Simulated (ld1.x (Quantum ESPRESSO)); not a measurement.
thallium (Tl), TM: configuration errors across variants

* Element: thallium (Tl)
* Generator: ld1.x (Quantum ESPRESSO) 7.5
* Type: norm-conserving Troullier–Martins (Kleinman–Bylander form)
* Functional: PBEsol
* Relativity: non-relativistic
* Frozen core: [Xe] 4f14 5d10
* Valence charge: 3
* Reference configuration: 6s2 6p1
* Partial waves: 6s (bound): rc 2.00 bohr; 6p (bound): rc 2.30 bohr
* Local potential: all-electron potential smoothed inside 2.05 bohr (lloc = -1)
* Core correction: Bessel-smoothed model core inside 1.60 bohr

All-electron excitation energies from the reference (eV): (1) 6s2 6p0 5.327; (2) 6s1 6p0 23.209; (3) 6s2 6p0.5 1.953; (4) 6s1 6p2 5.055; (5) 6s2 6p1.3 -0.557; (6) 6s1 6p1 11.048; (7) 6s0 6p3 10.301.

1 further variants failed, have other tests or too few solved ones, and are left out.

A true bound ghost makes a file unfit for plane-wave use even where its test errors are small: the radial tests pick states by their node count and pass the ghost by.

Errors AE − PS in meV (a dash: test not solved or not reliable):

```tsv
change	(1)	(2)	(3)	(4)	(5)	(6)	(7)	bound ghosts
base	-17	-220	-2.5	-15	-0.2	-48	-53	s, d
wave 6s (bound): rc 2.00 bohr becomes 6s (bound): rc 1.56 bohr	-21	-272	-3.0	-42	-0.3	-78	-133	s, d
wave 6s (bound): rc 2.00 bohr becomes 6s (bound): rc 2.04 bohr	-17	-220	-2.5	-15	-0.2	-48	-53	s, d
wave 6s (bound): rc 2.00 bohr becomes 6s (bound): rc 2.32 bohr	-17	-216	-2.4	-14	-0.2	-46	-50	s, d
wave 6s (bound): rc 2.00 bohr becomes 6s (bound): rc 2.44 bohr	-17	-216	-2.4	-14	-0.2	-46	-50	s, d
wave 6s (bound): rc 2.00 bohr becomes 6s (bound): rc 2.74 bohr	-17	-222	-2.4	-17	-0.2	-50	-61	s, d
wave 6s (bound): rc 2.00 bohr becomes 6s (bound): rc 2.96 bohr	-17	-230	-2.4	-22	-0.2	-55	-79	s, d
```

**Question.** Give the same row for: wave 6s (bound): rc 2.00 bohr becomes 6s (bound): rc 1.80 bohr.

**Answer.** -19, -238, -2.7, -20, -0.3, -55, -66; bound ghosts: s, d.
